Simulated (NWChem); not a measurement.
System: C4H3N2, doublet; SMILES [c]1ncccn1

NWChem input:

```
start job
memory heap 200 mb stack 900 mb global 1100 mb
geometry units angstroms noautoz
  C      0.000000     0.000000    -1.330717
  N     -1.184272     0.000000    -0.787413
  C     -1.189081     0.000000     0.550314
  C      0.000000     0.000000     1.278306
  C      1.189081     0.000000     0.550314
  N      1.184272     0.000000    -0.787413
  H     -2.165266     0.000000     1.048578
  H      0.000000     0.000000     2.369499
  H      2.165266     0.000000     1.048578
end
basis spherical
  C library def2-svp
  N library def2-svp
  H library def2-svp
end
dft
  odft
  mult 2
  xc b3lyp
  iterations 150
  mulliken
end
task dft energy
```

Parts of the log:

```
             Northwest Computational Chemistry Package (NWChem) 7.3.0
             --------------------------------------------------------

 C2V symmetry detected

                             Geometry "geometry" -> ""
                             -------------------------

 Output coordinates in angstroms (scale by  1.889725989 to convert to a.u.)

  No.       Tag          Charge          X              Y              Z
 ---- ---------------- ---------- -------------- -------------- --------------
    1 C                    6.0000     0.00000000     0.00000000    -1.32418468
    2 N                    7.0000    -1.18427200     0.00000000    -0.78088068
    3 C                    6.0000    -1.18908100     0.00000000     0.55684632
    4 C                    6.0000     0.00000000     0.00000000     1.28483832
    5 C                    6.0000     1.18908100     0.00000000     0.55684632
    6 N                    7.0000     1.18427200     0.00000000    -0.78088068
    7 H                    1.0000    -2.16526600     0.00000000     1.05511032
    8 H                    1.0000     0.00000000     0.00000000     2.37603132
    9 H                    1.0000     2.16526600     0.00000000     1.05511032

 Effective nuclear repulsion energy (a.u.)     200.5180478881

      Symmetry information
      --------------------

 Group name             C2v
 Group number             16
 Group order               4
 No. of unique centers     6

                                 NWChem DFT Module
                                 -----------------

 Summary of "ao basis" -> "ao basis" (spherical)
 ------------------------------------------------------------------------------
       Tag                 Description            Shells   Functions and Types
 ---------------- ------------------------------  ------  ---------------------
 C                          def2-svp                 6       14   3s2p1d
 N                          def2-svp                 6       14   3s2p1d
 H                          def2-svp                 3        5   2s1p

      Symmetry analysis of basis
      --------------------------

        a1         41
        a2         11
        b1         31
        b2         16

            General Information
            -------------------
          SCF calculation type: DFT
          Wavefunction type:  spin polarized.
          No. of atoms     :     9
          No. of electrons :    41
           Alpha electrons :    21
            Beta electrons :    20
          Charge           :     0
          Spin multiplicity:     2
          Use of symmetry is: on ; symmetry adaption is: on
          Maximum number of iterations: 150
          AO basis - number of functions:    99
                     number of shells:    45
          Convergence on energy requested:  1.00D-06
          Convergence on density requested:  1.00D-05
          Convergence on gradient requested:  5.00D-04

              XC Information
              --------------
                         B3LYP Method XC Potential
                     Hartree-Fock (Exact) Exchange  0.200
                        Slater Exchange Functional  0.800 local
                    Becke 1988 Exchange Functional  0.720 non-local
              Lee-Yang-Parr Correlation Functional  0.810
                  VWN I RPA Correlation Functional  0.190 local

             Grid Information
             ----------------
          Grid used for XC integration:  medium
          Radial quadrature: Mura-Knowles
          Angular quadrature: Lebedev.
          Tag              B.-S. Rad. Rad. Pts. Rad. Cut. Ang. Pts.
          ---              ---------- --------- --------- ---------
          C                   0.70       49          10.0       434
          N                   0.65       49          10.0       434
          H                   0.35       45          11.0       434
          Grid pruning is: on
          Number of quadrature shells:   286
          Spatial weights used:  Erf1

      Superposition of Atomic Density Guess
      -------------------------------------

 Sum of atomic energies:        -260.48544233

      Non-variational initial energy
      ------------------------------

 Total energy =    -264.260353
 1-e energy   =    -748.293681
 2-e energy   =     283.515280
 HOMO         =      -0.142230
 LUMO         =      -0.041915

   Symmetry analysis of molecular orbitals - initial alpha
   -------------------------------------------------------

  Numbering of irreducible representations:

     1 a1          2 a2          3 b1          4 b2

  Orbital symmetries:

     1 a1          2 b1          3 a1          4 a1          5 b1
     6 a1          7 a1          8 b1          9 a1         10 b1
    11 a1         12 a1         13 b1         14 b2         15 a1
    16 b1         17 a1         18 a2         19 b2         20 b1
    21 a1         22 a2         23 b2         24 a1         25 b1
    26 b2         27 a1         28 a1         29 b1         30 a1
    31 a1

   Symmetry analysis of molecular orbitals - initial beta
   ------------------------------------------------------

  Numbering of irreducible representations:

     1 a1          2 a2          3 b1          4 b2

  Orbital symmetries:

     1 a1          2 b1          3 a1          4 a1          5 b1
     6 a1          7 a1          8 b1          9 a1         10 b1
    11 a1         12 a1         13 b1         14 b2         15 a1
    16 b1         17 a1         18 a2         19 b2         20 b1
    21 a1         22 a2         23 b2         24 a1         25 b1
    26 b2         27 a1         28 a1         29 b1         30 a1
    31 a1

     ---------------------------------------------
      Total Density - Mulliken Population Analysis
     ---------------------------------------------

    Atom       Charge   Shell Charges
 -----------   ------   -------------------------------------------------------
    1 C    6     5.66   1.99  0.97  0.35  1.61  0.67  0.07
    2 N    7     7.46   1.99  1.08  0.48  2.41  1.48  0.03
    3 C    6     5.71   1.99  0.95  0.24  1.76  0.72  0.05
    4 C    6     6.23   1.99  0.98  0.27  2.03  0.94  0.03
    5 C    6     5.71   1.99  0.95  0.24  1.76  0.72  0.05
    6 N    7     7.46   1.99  1.08  0.48  2.41  1.48  0.03
    7 H    1     0.93   0.69  0.22  0.02
    8 H    1     0.90   0.67  0.21  0.02
    9 H    1     0.93   0.69  0.22  0.02

     --------------------------------------------
      Spin Density - Mulliken Population Analysis
     --------------------------------------------

    Atom       Charge   Shell Charges
 -----------   ------   -------------------------------------------------------
    1 C    6     0.71   0.00  0.07  0.16  0.30  0.19  0.00
    2 N    7     0.08   0.00  0.02  0.00  0.05 -0.00  0.00
    3 C    6     0.05   0.00  0.01 -0.00  0.04  0.00  0.00
    4 C    6     0.00   0.00  0.00  0.00  0.00 -0.00  0.00
    5 C    6     0.05   0.00  0.01 -0.00  0.04  0.00  0.00
    6 N    7     0.08   0.00  0.02  0.00  0.05 -0.00  0.00
    7 H    1     0.01   0.01  0.01  0.00
    8 H    1     0.01   0.01  0.00 -0.00
    9 H    1     0.01   0.01  0.01  0.00

   convergence    iter        energy       DeltaE   RMS-Dens  Diis-err
 ---------------- ----- ----------------- --------- --------- ---------
 d= 0,ls=0.0,diis     1   -263.3503136550 -4.64D+02  6.69D-03  1.78D-01
                                                     5.82D-03  1.63D-01
 d= 0,ls=0.0,diis     2   -263.3551395595 -4.83D-03  3.39D-03  2.01D-01
                                                     3.29D-03  2.03D-01
 d= 0,ls=0.0,diis     3   -263.4381578601 -8.30D-02  1.07D-03  2.33D-02
                                                     1.02D-03  2.16D-02
 d= 0,ls=0.0,diis     4   -263.4468406438 -8.68D-03  5.24D-04  2.24D-03
                                                     4.25D-04  2.15D-03
 d= 0,ls=0.0,diis     5   -263.4478670232 -1.03D-03  1.49D-04  2.56D-04
                                                     1.68D-04  3.03D-04
  Resetting Diis
 d= 0,ls=0.0,diis     6   -263.4480304528 -1.63D-04  6.64D-05  3.70D-05
                                                     3.63D-05  2.10D-05
 d= 0,ls=0.0,diis     7   -263.4480499931 -1.95D-05  2.55D-05  2.20D-06
                                                     3.24D-05  4.11D-06
 d= 0,ls=0.0,diis     8   -263.4480520722 -2.08D-06  1.84D-05  6.15D-06
                                                     1.37D-05  4.47D-06
 d= 0,ls=0.0,diis     9   -263.4480550206 -2.95D-06  1.46D-05  2.40D-07
                                                     1.64D-05  4.20D-07
 d= 0,ls=0.0,diis    10   -263.4480561651 -1.14D-06  9.70D-06  2.62D-07
                                                     7.30D-06  1.54D-07
 d= 0,ls=0.0,diis    11   -263.4480565140 -3.49D-07  4.49D-06  5.19D-08
                                                     4.29D-06  5.61D-08

         Total DFT energy =     -263.448056513985
      One electron energy =     -751.526535106436
           Coulomb energy =      324.115196904046
    Exchange-Corr. energy =      -36.554766199736
 Nuclear repulsion energy =      200.518047888141

 Numeric. integr. density =       41.000008748861

                  Occupations of the irreducible representations
                  ----------------------------------------------

                     irrep           alpha         beta
                     --------     --------     --------
                     a1               11.0         10.0
                     a2                1.0          1.0
                     b1                7.0          7.0
                     b2                2.0          2.0

                    DFT Final Alpha Molecular Orbital Analysis
                    ------------------------------------------

 Vector   19  Occ=1.000000D+00  E=-3.082166D-01  Symmetry=b2
              MO Center=  3.8D-15, -2.0D-16,  3.0D-01, r^2= 2.6D+00
   Bfn.  Coefficient  Atom+Function         Bfn.  Coefficient  Atom+Function
  ----- ------------  ---------------      ----- ------------  ---------------
    47      0.383734  4 C  py                 5     -0.309707  1 C  py
    50      0.262978  4 C  py                33      0.218917  3 C  py
    61      0.218917  5 C  py                 8     -0.187770  1 C  py
    19      0.156045  2 N  py                75      0.156045  6 N  py
    36      0.127618  3 C  py                64      0.127618  5 C  py

 Vector   20  Occ=1.000000D+00  E=-2.803845D-01  Symmetry=b1
              MO Center= -9.3D-15, -7.4D-17, -6.0D-01, r^2= 3.2D+00
   Bfn.  Coefficient  Atom+Function         Bfn.  Coefficient  Atom+Function
  ----- ------------  ---------------      ----- ------------  ---------------
    18      0.368509  2 N  px                74      0.368509  6 N  px
    21     -0.255508  2 N  px                77     -0.255508  6 N  px
    46     -0.192151  4 C  px                 4      0.191157  1 C  px
    49     -0.185097  4 C  px                20      0.152297  2 N  pz
    76     -0.152297  6 N  pz                16      0.128179  2 N  s

 Vector   21  Occ=1.000000D+00  E=-2.295523D-01  Symmetry=a1
              MO Center=  1.9D-15,  1.0D-17, -1.3D+00, r^2= 2.1D+00
   Bfn.  Coefficient  Atom+Function         Bfn.  Coefficient  Atom+Function
  ----- ------------  ---------------      ----- ------------  ---------------
     6      0.456850  1 C  pz                 3     -0.404512  1 C  s
     9      0.304039  1 C  pz                 2     -0.290453  1 C  s
    17      0.275964  2 N  s                 73      0.275964  6 N  s
    20      0.228868  2 N  pz                76      0.228868  6 N  pz
    16      0.184902  2 N  s                 72      0.184902  6 N  s

 Vector   22  Occ=0.000000D+00  E=-6.366488D-02  Symmetry=a2
              MO Center= -4.8D-15,  5.1D-16,  8.1D-02, r^2= 3.0D+00
   Bfn.  Coefficient  Atom+Function         Bfn.  Coefficient  Atom+Function
  ----- ------------  ---------------      ----- ------------  ---------------
    36      0.405002  3 C  py                64     -0.405002  5 C  py
    33      0.367175  3 C  py                61     -0.367175  5 C  py
    22     -0.342117  2 N  py                78      0.342117  6 N  py
    19      0.307751  2 N  py                75     -0.307751  6 N  py
    10      0.035370  1 C  d -2              52     -0.033940  4 C  d -2

 Vector   23  Occ=0.000000D+00  E=-4.034820D-02  Symmetry=b2
              MO Center=  5.3D-16,  5.1D-16, -3.0D-02, r^2= 3.1D+00
   Bfn.  Coefficient  Atom+Function         Bfn.  Coefficient  Atom+Function
  ----- ------------  ---------------      ----- ------------  ---------------
    50      0.523970  4 C  py                 8      0.430663  1 C  py
     5      0.422877  1 C  py                47      0.370444  4 C  py
    36     -0.297699  3 C  py                64     -0.297699  5 C  py
    33     -0.214022  3 C  py                61     -0.214022  5 C  py
    22     -0.182995  2 N  py                78     -0.182995  6 N  py

 Vector   24  Occ=0.000000D+00  E= 5.673617D-02  Symmetry=a1
              MO Center= -1.2D-15,  6.7D-18,  1.9D+00, r^2= 5.7D+00
   Bfn.  Coefficient  Atom+Function         Bfn.  Coefficient  Atom+Function
  ----- ------------  ---------------      ----- ------------  ---------------
    91      1.404766  8 H  s                 86      1.000017  7 H  s
    96      1.000017  9 H  s                 45     -0.991598  4 C  s
    31     -0.603650  3 C  s                 59     -0.603650  5 C  s
    51     -0.549780  4 C  pz                35      0.377849  3 C  px
    63     -0.377849  5 C  px                48     -0.235174  4 C  pz

                     DFT Final Beta Molecular Orbital Analysis
                     -----------------------------------------

 Vector   18  Occ=1.000000D+00  E=-3.392558D-01  Symmetry=a2
              MO Center= -5.0D-15,  9.7D-17, -2.6D-01, r^2= 2.6D+00
   Bfn.  Coefficient  Atom+Function         Bfn.  Coefficient  Atom+Function
  ----- ------------  ---------------      ----- ------------  ---------------
    19      0.339696  2 N  py                75     -0.339696  6 N  py
    33     -0.272584  3 C  py                61      0.272584  5 C  py
    22     -0.230310  2 N  py                78      0.230310  6 N  py
    36     -0.173985  3 C  py                64      0.173985  5 C  py
    10      0.029324  1 C  d -2

 Vector   19  Occ=1.000000D+00  E=-3.027541D-01  Symmetry=b2
              MO Center=  6.6D-18,  7.5D-17,  3.0D-01, r^2= 2.6D+00
   Bfn.  Coefficient  Atom+Function         Bfn.  Coefficient  Atom+Function
  ----- ------------  ---------------      ----- ------------  ---------------
    47      0.392570  4 C  py                 5     -0.288547  1 C  py
    50      0.274632  4 C  py                33      0.203812  3 C  py
    61      0.203812  5 C  py                19      0.178387  2 N  py
    75      0.178387  6 N  py                 8     -0.173574  1 C  py
    22     -0.128162  2 N  py                78     -0.128162  6 N  py

 Vector   20  Occ=1.000000D+00  E=-2.695088D-01  Symmetry=b1
              MO Center= -1.9D-14,  8.5D-17, -6.2D-01, r^2= 3.2D+00
   Bfn.  Coefficient  Atom+Function         Bfn.  Coefficient  Atom+Function
  ----- ------------  ---------------      ----- ------------  ---------------
    18      0.368873  2 N  px                74      0.368873  6 N  px
    21     -0.262081  2 N  px                77     -0.262081  6 N  px
    49     -0.197574  4 C  px                46     -0.189132  4 C  px
     4      0.176046  1 C  px                20      0.153825  2 N  pz
    76     -0.153825  6 N  pz                16      0.124067  2 N  s

[...]
```

Level: B3LYP/def2-SVP, spin-unrestricted. In the optimisation the excess spin sits in a1 (C2v, its own frame). Geometry: optimised at PBE0/def2-SVP, spin-unrestricted. Not confirmed as a minimum by frequencies. No stability test was run on the SCF state.
